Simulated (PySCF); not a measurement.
Electronic absorption of C6H10N2

C6H10N2.
SMILES: `Cc1ncn(C)c1C`

Method: TDDFT PBE0/def2-SVPD, vertical, gas phase, core orbitals frozen in the response (PySCF). Geometry: GFN2-xTB; no solvent, vibrations or thermal averaging.

**Question.** List the vertical singlet excitations with oscillator strengths and describe the spectrum.

**Answer.** 

```csv
state,E (eV),E (kJ/mol),λ (nm),f,|μ| (D),symmetry,"main configurations (H = HOMO, L = LUMO)"
S1,5.38,519,230.3,0.0011,0.24,–,H→L (98%)
S2,6.11,589,203.0,0.155,2.59,A′,H→L+1 (94%)
S3,6.16,594,201.4,0.0000,0.01,–,H→L+2 (98%)
S4,6.52,629,190.1,0.0008,0.17,–,H→L+3 (95%)
S5,6.55,632,189.4,0.0027,0.33,A″,H-1→L+1 (96%)
S6,6.88,664,180.2,0.0084,0.57,A″,H-2→L (97%)
```

Triplets (Tamm–Dancoff): T1 4.31 eV, H→L+1 (94%); T2 5.33 eV, H→L (96%).

The lowest singlet lies at 5.38 eV (230 nm, ultraviolet) and is very weak; its leading configuration is HOMO→LUMO (98%). The strongest level in the table is S2 at 6.11 eV (203 nm, f = 0.155). Löwdin shares by element: HOMO carbon 67% or more, nitrogen 8% or more (atoms not listed hold the other 25%); LUMO carbon 37% or more, hydrogen 18% or more (atoms not listed hold the other 45%). Weighted by f, the mean energy of these states is 6.15 eV. Of the 6 states listed, 1 reaches f = 0.01 and 1 stays under 0.0005. The listed states span 1.50 eV, and the widest gap between neighbours is 0.72 eV (S1 to S2). Symmetry labels in Cs follow from the direction of the transition dipole and are given only for states with f of 0.002 or more. Singlets were solved by full linear response, triplets in the Tamm–Dancoff approximation.
